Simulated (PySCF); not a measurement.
Electron correlation in Sb (antimony, neutral)

[Kr] 4d10 5s1 5p4, high-spin 4P determinant (an excited configuration). Computed with PySCF 2.14 in aug-cc-pwCVTZ-DK3 with one added diffuse shell each of s, p, d, f type (11s10p8d5f1g, 125 functions), with scalar relativity by spin-free X2C-1e. Frozen: [Kr] 4d10; 5 electrons correlated.

MP2 pair energies summed by pair of shells (mhartree):

```csv
pair,energy,share (%)
5p-5p,-51.79,85.6
5s-5p,-8.74,14.4
```

Total MP2 correlation energy: -60.54 mhartree.

Same-spin part -16.56 and opposite-spin part -43.97 mhartree; SCS-MP2 scales them by 1/3 and 6/5 to -58.29 mhartree.
